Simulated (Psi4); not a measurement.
The Psi4 input:
```
memory 2 GB

molecule {
-1 1
  F     0.00000000    0.00000000    0.00000000
}

set basis cc-pvqz
set freeze_core true

energy('mp2')
print_variables()
```

Task: What does this run give for the MP2 correlation energy, total energy, number of basis functions?

Result: 
The MP2 correlation energy comes out as -0.3020 Eh and the total energy is -99.7467 Eh. The number of basis functions is 55.

A gas-phase anion may not be bound at this level; its values then depend on the basis.
